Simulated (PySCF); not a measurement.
Precursor series Zn NH2-CH3. Isolated molecules, 0 K electronic values unless said otherwise. One relaxed conformer stands for each flexible species; it need not be the lowest.

Level of theory: PySCF with B3LYP-D3(BJ)/def2-TZVP // BP86-D3(BJ)/def2-SVP. All candidates: neutral, multiplicity 1. B3LYP has the VWN-RPA correlation part, as in Gaussian. 

```yaml
HOMO: -6.49 eV
LUMO: -0.40 eV
HOMO–LUMO gap: 6.09 eV
```

Problem. Name which member has these values.
A. [Zn(CH3)2]
B. [Zn(NH2)(CH3)]
C. [Zn(NH2)2]

Solution. B, [Zn(NH2)(CH3)]. The others give [Zn(NH2)2]: -6.63 eV, -0.76 eV, 5.87 eV; [Zn(CH3)2]: -6.94 eV, -0.10 eV, 6.84 eV
